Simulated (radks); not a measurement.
Results of a calculation; reference values are marked as such.
Q: C3+, 3 electrons, occupied as [He] 2s1. Level of theory: non-relativistic Kohn-Sham, PBE, spin-polarised, spherical densities, point nucleus; open shells are filled with parallel spins first (a radial shooting solver on a logarithmic mesh with Libxc functionals). Some entries of the table are withheld. Estimate them.

orbital  occ.  eigenvalue (eV)  <r^2> (bohr^2)
1s up       1              (1)         0.09821
1s down     1              (2)         0.09804
2s up       1         -57.6876           1.894

A: 
(1) 1s up eigenvalue (eV): -332.0484
(2) 1s down eigenvalue (eV): -330.9521
